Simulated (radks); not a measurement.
Results of a calculation; reference values are marked as such.
Spherical quantum dot in the effective-mass picture: electrons in a hard-walled sphere of radius 2.61, with a point charge +1 (a donor) at the centre, all in effective atomic units (hartree* = m*/eps^2 hartree, bohr* = eps/m* bohr), one dielectric constant everywhere. Level of theory: non-relativistic Kohn-Sham, PBE, spin-polarised, spherical densities (a radial shooting solver with Libxc functionals). Levels are named by radial order and angular momentum (1s, 1p, 1d, 2s, ...), and open shells are averaged over m. Results are scaled to m* = 0.061 and eps = 6.5, for which hartree* = 39.29 meV and bohr* = 5.639 nm.

N = 21, configuration 1s2 1p6 1d10 2s2 1f(up 1, down 0). This is the lowest configuration that the search found. Occupied and some empty levels:

level,occupation,eigenvalue (meV),<r> (nm)
1s up,1,421.54,9.175
1s down,1,422.19,9.151
1p up,3,439.95,9.932
1p down,3,440.71,9.921
1d up,5,468.25,10.37
1d down,5,469.08,10.37
2s up,1,502.71,6.200
2s down,1,502.95,6.212
1f up,1,505.84,10.71
1f down,0,506.71,10.71
1g up,0,551.99,10.98
1g down,0,552.90,10.98
2p up,0,566.52,7.601
2p down,0,566.84,7.601
2d up,0,629.87,8.361
2d down,0,630.29,8.359

Energy (meV): total 5326.30, kinetic 1874.3, external -553.30, Hartree 4510.7, exchange-correlation -505.43.
